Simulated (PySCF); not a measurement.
PySCF input (M06-2X/6-31G* (5d)):

```python
from pyscf import gto, dft

mol = gto.M(
    atom='''
    N    -2.16592800    1.00684300    0.42265000
    Si   -1.18502100   -0.23846600   -0.23961100
    N     0.37986200   -0.09546500    0.49204600
    Si    1.95555200   -0.32900200   -0.19241200
    H    -3.17045400    0.95660400    0.43268600
    H    -1.81832900    1.93301500    0.62248700
    H    -0.91174800   -0.16128200   -1.71053200
    H     0.35361200   -0.00133100    1.50034200
    H     2.88754100    0.70421000    0.32319000
    H     1.83525500   -0.21273300   -1.66074500
    H     2.53915000   -1.65358300    0.13802900
    ''',
    basis='6-31g*',
    charge=0,
    spin=1,
    verbose=4,
)

mf = dft.UKS(mol, xc='m062x')
mf.grids.level = 4
mf.conv_tol = 1e-9
mf.max_cycle = 100
mf.max_memory = 1500
mf.kernel()
if not mf.converged:
    mf = mf.newton()
    mf.kernel(mf.make_rdm1())
mo, _, stable, _ = mf.stability(return_status=True)
if not stable:
    mf.kernel(mf.make_rdm1(mo, mf.mo_occ))
    stable = mf.stability(return_status=True)[2]
mf.dip_moment()
```

Output:

```
PySCF version 2.14.0

[INPUT] verbose = 4
[INPUT] num. atoms = 11
[INPUT] num. electrons = 49
[INPUT] charge = 0
[INPUT] spin (= nelec alpha-beta = 2S) = 1
[INPUT] symmetry False subgroup None
[INPUT] Mole.unit = angstrom
[INPUT] Symbol           X                Y                Z      unit          X                Y                Z       unit  Magmom
[INPUT]  1 N     -2.165928000000   1.006843000000   0.422650000000 AA   -4.093010725527   1.902657520435   0.798692746547 Bohr   0.0
[INPUT]  2 Si    -1.185021000000  -0.238466000000  -0.239611000000 AA   -2.239365141858  -0.450635430021  -0.452799166433 Bohr   0.0
[INPUT]  3 N      0.379862000000  -0.095465000000   0.492046000000 AA    0.717835145130  -0.180402704482   0.929832180688 Bohr   0.0
[INPUT]  4 Si     1.955552000000  -0.329002000000  -0.192412000000 AA    3.695457702345  -0.621723674434  -0.363605983080 Bohr   0.0
[INPUT]  5 H     -3.170454000000   0.956604000000   0.432686000000 AA   -5.991289750532   1.807719569663   0.817658037934 Bohr   0.0
[INPUT]  6 H     -1.818329000000   1.933015000000   0.622487000000 AA   -3.436143814354   3.652868944676   1.176329946102 Bohr   0.0
[INPUT]  7 H     -0.911748000000  -0.161282000000  -1.710532000000 AA   -1.722954014620  -0.304778808822  -3.232437007305 Bohr   0.0
[INPUT]  8 H      0.353612000000  -0.001331000000   1.500342000000 AA    0.668229834360  -0.002515225472   2.835235473182 Bohr   0.0
[INPUT]  9 H      2.887541000000   0.704210000000   0.323190000000 AA    5.456661663453   1.330764034180   0.610740586198 Bohr   0.0
[INPUT] 10 H      1.835255000000  -0.212733000000  -1.660745000000 AA    3.468129318739  -0.402007107657  -3.138353212741 Bohr   0.0
[INPUT] 11 H      2.539150000000  -1.653583000000   0.138029000000 AA    4.798298089189  -3.124818994237   0.260837007248 Bohr   0.0

nuclear repulsion = 214.79102820317
number of shells = 42
number of NR pGTOs = 184
number of NR cGTOs = 78
basis = 6-31g*
ecp = {}

******** <class 'pyscf.dft.uks.UKS'> ********
method = UKS
initial guess = minao
damping factor = 0
level_shift factor = 0
DIIS = <class 'pyscf.scf.diis.CDIIS'>
diis_start_cycle = 1
diis_space = 8
diis_damp = 0
SCF conv_tol = 1e-09
SCF conv_tol_grad = None
SCF max_cycles = 100
direct_scf = True
direct_scf_tol = 1e-13
number electrons alpha = 25  beta = 24
XC library pyscf.dft.libxc version 7.1.2
    S. Lehtola, C. Steigemann, M. J. T. Oliveira, and M. A. L. Marques,  SoftwareX 7, 1–5 (2018)
XC functionals = m062x
    Y. Zhao and D. G. Truhlar,  Theor. Chem. Acc. 120, 215 (2008)
    Y. Zhao and D. G. Truhlar,  Theor. Chem. Acc. 120, 215 (2008)
radial grids:
    Treutler-Ahlrichs [JCP 102, 346 (1995); DOI:10.1063/1.469408] (M4) radial grids

becke partition: Becke, JCP 88, 2547 (1988); DOI:10.1063/1.454033
pruning grids: <function nwchem_prune>
grids dens level: 4
symmetrized grids: False
atomic radii adjust function: <function treutler_atomic_radii_adjust>
small_rho_cutoff = 0
Set gradient conv threshold to 3.16228e-05
tot grids = 223544
init E= -692.736133111391
  alpha nocc = 25  HOMO = -0.142383082260156  LUMO = -0.00209622404803778
  beta  nocc = 24  HOMO = -0.313532317582112  LUMO = -0.142383082260157

WARN: HOMO -0.142383082260156 >= LUMO -0.142383082260157

cycle= 1 E= -692.516617812509  delta_E= 0.22  |g|=  0.3  |ddm|= 2.09
  alpha nocc = 25  HOMO = -0.194563916719483  LUMO = 0.0632094423150491
  beta  nocc = 24  HOMO = -0.257531703530579  LUMO = -0.0267891421008573
  HOMO = -0.194563916719  LUMO = -0.0267891421009  gap/eV = 4.56538
cycle= 2 E= -692.521063182409  delta_E= -0.00445  |g|= 0.307  |ddm|= 0.47
  alpha nocc = 25  HOMO = -0.216356621127639  LUMO = 0.0549027997260358
  beta  nocc = 24  HOMO = -0.318759365669772  LUMO = -0.0331646091580371
  HOMO = -0.216356621128  LUMO = -0.033164609158  gap/eV = 4.98491
cycle= 3 E= -692.562434673651  delta_E= -0.0414  |g|= 0.0357  |ddm|= 0.248
  alpha nocc = 25  HOMO = -0.217875529491334  LUMO = 0.0600978041964351
  beta  nocc = 24  HOMO = -0.313434650111251  LUMO = -0.0287978021263986
  HOMO = -0.217875529491  LUMO = -0.0287978021264  gap/eV = 5.14507
cycle= 4 E= -692.563268409464  delta_E= -0.000834  |g|= 0.0146  |ddm|= 0.0567
  alpha nocc = 25  HOMO = -0.218486226895763  LUMO = 0.0594779705068049
  beta  nocc = 24  HOMO = -0.311707811146418  LUMO = -0.0275053487627539
  HOMO = -0.218486226896  LUMO = -0.0275053487628  gap/eV = 5.19685
cycle= 5 E= -692.56340519854  delta_E= -0.000137  |g|= 0.00636  |ddm|= 0.02
  alpha nocc = 25  HOMO = -0.219089855091657  LUMO = 0.0596265425341551
  beta  nocc = 24  HOMO = -0.3126956600989  LUMO = -0.0274259962244892
  HOMO = -0.219089855092  LUMO = -0.0274259962245  gap/eV = 5.21544
cycle= 6 E= -692.563440097347  delta_E= -3.49e-05  |g|= 0.00172  |ddm|= 0.0104
  alpha nocc = 25  HOMO = -0.219645425757116  LUMO = 0.0596974855676109
  beta  nocc = 24  HOMO = -0.312879422296899  LUMO = -0.0279991153452546
  HOMO = -0.219645425757  LUMO = -0.0279991153453  gap/eV = 5.21496
cycle= 7 E= -692.56344566152  delta_E= -5.56e-06  |g|= 0.00055  |ddm|= 0.00555
  alpha nocc = 25  HOMO = -0.219535088670521  LUMO = 0.0597125919646961
  beta  nocc = 24  HOMO = -0.312859883373027  LUMO = -0.0280158203299905
  HOMO = -0.219535088671  LUMO = -0.02801582033  gap/eV = 5.21150
cycle= 8 E= -692.563446263553  delta_E= -6.02e-07  |g|= 0.00019  |ddm|= 0.00166
  alpha nocc = 25  HOMO = -0.2195747603367  LUMO = 0.059711519368268
  beta  nocc = 24  HOMO = -0.312903704773719  LUMO = -0.0280883617539147
  HOMO = -0.219574760337  LUMO = -0.0280883617539  gap/eV = 5.21061
cycle= 9 E= -692.563446327294  delta_E= -6.37e-08  |g|= 4.17e-05  |ddm|= 0.000624
  alpha nocc = 25  HOMO = -0.219571375194267  LUMO = 0.0597107445439304
  beta  nocc = 24  HOMO = -0.312913073299183  LUMO = -0.0280913408995342
  HOMO = -0.219571375194  LUMO = -0.0280913408995  gap/eV = 5.21044
cycle= 10 E= -692.563446330128  delta_E= -2.83e-09  |g|= 1.31e-05  |ddm|= 0.00012
  alpha nocc = 25  HOMO = -0.219569014753392  LUMO = 0.0597110481188983
  beta  nocc = 24  HOMO = -0.312913517547289  LUMO = -0.0280925739583928
  HOMO = -0.219569014753  LUMO = -0.0280925739584  gap/eV = 5.21034
cycle= 11 E= -692.56344633035  delta_E= -2.22e-10  |g|= 4.13e-06  |ddm|= 3.42e-05
  alpha nocc = 25  HOMO = -0.219569158991022  LUMO = 0.0597106860449887
  beta  nocc = 24  HOMO = -0.312913009094283  LUMO = -0.0280925150774034
  HOMO = -0.219569158991  LUMO = -0.0280925150774  gap/eV = 5.21034
Extra cycle  E= -692.563446330364  delta_E= -1.36e-11  |g|= 2.87e-06  |ddm|= 9.27e-06
converged SCF energy = -692.563446330364  <S^2> = 0.75261436  2S+1 = 2.0026127
uhf_internal: lowest eigs of H = [0.32071699 0.33997197 0.38182442]
<class 'pyscf.dft.uks.UKS'> wavefunction is stable in the internal stability analysis
Dipole moment(X, Y, Z, Debye): -0.80378,  1.04488,  1.12626
```

The geometry given is a B3LYP-D3(BJ)/def2-TZVP minimum.
